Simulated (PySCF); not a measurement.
Computed shifts of a molecule C₃H₈AlCl, PBE/pcSseg-1 run with PySCF, GIAO, gas phase, equivalent atoms averaged, in ppm (number of nuclei): ¹H: 5.60 (1), 1.53 (6), 0.67 (1). ¹³C: 24.1 (1), 22.2 (1), 21.2 (1). References: ³⁵Cl against HCl (σ = 936.5 ppm); ¹H against TMS (σ = 31.49 ppm); ¹³C against TMS (σ = 182.0 ppm), references at their B3LYP-D3(BJ)/def2-TZVP geometries, non-relativistic (without spin–orbit terms, shifts of atoms bonded to Cl or Br come out too high). Coordinates come from a PBE0-D3(BJ)/def2-SVP optimisation. One conformer was computed; it need not be the lowest.

Pick the molecule that these values belong to.
(A) C[CH2][Al]([CH3])[Cl]
(B) C[CH](C)[AlH][Cl]
(C) CC[CH2][AlH][Cl]

B, C[CH](C)[AlH][Cl]
